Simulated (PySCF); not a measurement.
A geometry optimisation on [Te3]-.

Method: PBE0-D3(BJ)/def2-SVP geometry optimisation, gas phase, def2 core potentials past Kr (PySCF 2.14.0). Start geometry: GFN2-xTB. The input is one job of a driver script: a line of settings, then coordinates in Å.

Input:
```
{"job": {"xc": "PBE0", "basis": "def2-SVP", "d3": "d3bj", "grid": 1, "maxiter": 40, "kind": "geom"}, "charge": -1, "multiplicity": 2}
Te    -1.807490    -1.014580    -0.758040
Te     0.335870    -0.629190     0.797890
Te     1.471630     1.643770    -0.039840
```

Task: Estimate the output.

Result: 
```
step   0  E = -804.22618326  max force = 0.004571
step   1  E = -804.22734630  max force = 0.002468
step   2  E = -804.22752630  max force = 0.001086
step   3  E = -804.22753584  max force = 0.000639
step   4  E = -804.22754531  max force = 0.000191
optimisation converged
```

Energies in Eh; «max force» is the largest Cartesian gradient component in Eh/bohr.

Task: How much energy does the optimisation release, in eV?

Result: E(step 0) − E(last step) = 0.001362 Eh, which is 0.037 eV.

Main results: final energy -804.22755 Eh after 4 steps.

Task: Give the final coordinates.

Result: 0.110 Å rms from the input after alignment:
```
atom  x, y, z in Å
Te1   -1.8613   -1.1185   -0.7470
Te2    0.3040   -0.5682    0.7243
Te3    1.5573    1.6867    0.0227
```

The run took 28 s of wall time on an Arm Neoverse V1 with one thread, no GPU, shared host.
Labels such as C1 count atoms from 1, the log's own numbers from 0.
